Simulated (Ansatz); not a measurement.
`[OH][Ti]([SH])([Cl])[Cl]` + `[NH2][Mg][Cl]` → `[SH][Ti]([Cl])([Cl])[Cl]` + `[NH2][Mg][OH]`  (redistribution)

Program: Ansatz. Geometries: PBE0-D4/def2-TZVP. ΔE: electronic, gas phase. CCSD(T)/CBS adds triple-zeta CCSD(T) − MP2 to the extrapolated MP2 energy (def2 sets, frozen cores). Functionals use def2-TZVPP. B3LYP here is the variant with VWN-RPA as its local correlation; programs differ in this. HSE06 is defined as in plane-wave codes. For Mg, Ti outer-core shells are correlated without core-valence functions, which leaves a few kJ/mol of doubt a bond. Scalar relativity is left out up to krypton. One conformer a species, not always the lowest.

```tsv
level	ΔE (kJ/mol)	difference from CCSD(T)/CBS
LDA (SPW92)	68.5	3.4
PBE-D4	66.9	1.8
revPBE-D4	66.8	1.7
BLYP-D4	62.9	-2.2
B97M-V	72.5	7.4
PBE0-D4	73.7	8.6
B3LYP-D4	69.0	3.9
r2SCANh-D4	72.4	7.3
HSE06-D4	73.7	8.6
BHLYP-D4	77.0	11.9
CAM-B3LYP-D4	76.3	11.2
ωB97M-V	76.1	11.0
B2PLYP	64.0	-1.1
revPBE	69.4	4.3
BLYP	66.5	1.4
r2SCAN	70.8	5.7
PBE0	75.3	10.2
B3LYP	72.1	7.0
r2SCANh	72.8	7.7
r2SCAN0	75.7	10.6
HSE06	75.3	10.2
BHLYP	80.5	15.4
CAM-B3LYP	78.1	13.0
LC-ωPBE	83.6	18.5
RPA@PBE/def2-TZVPP	66.5	1.4
HF/def2-SVP	107.2	42.1
MP2/def2-SVP	74.7	9.6
CCSD/def2-SVP	91.6	26.5
CCSD(T)/def2-SVP	82.6	17.5
HF/def2-TZVPP	97.1	32.0
MP2/def2-TZVPP	56.1	-9.0
SCS-MP2/def2-TZVPP	61.9	-3.2
CCSD/def2-TZVPP	77.5	12.4
CCSD(T)/def2-TZVPP	70.0	4.9
HF/def2-QZVPP	94.9	29.8
MP2/def2-QZVPP	52.5	-12.6
SCS-MP2/def2-QZVPP	58.8	-6.3
HF/CBS(def2)	94.6	29.5
MP2/CBS(def2)	51.2	-13.9
CCSD/CBS(def2)	72.5	7.4
CCSD(T)/CBS	65.1	0
```

Largest T1 diagnostic among the species: 0.026, so the coupled-cluster value is less sure than usual.

Leaving LDA and LC-ωPBE aside and taking each functional with its dispersion term where it has one, the values, not all of them listed here, spread over 17.5 kJ/mol, from BLYP-D4 to ωB97X-V. From r2SCAN to r2SCAN0 (25 % exact exchange), in def2-TZVPP and without D4, ΔE moves by +5.0 kJ/mol. In def2-TZVPP, CCSD(T) changes the Hartree–Fock value by −27.1 kJ/mol (the triples alone add −7.4 kJ/mol) and MP2 by −41.0 kJ/mol.
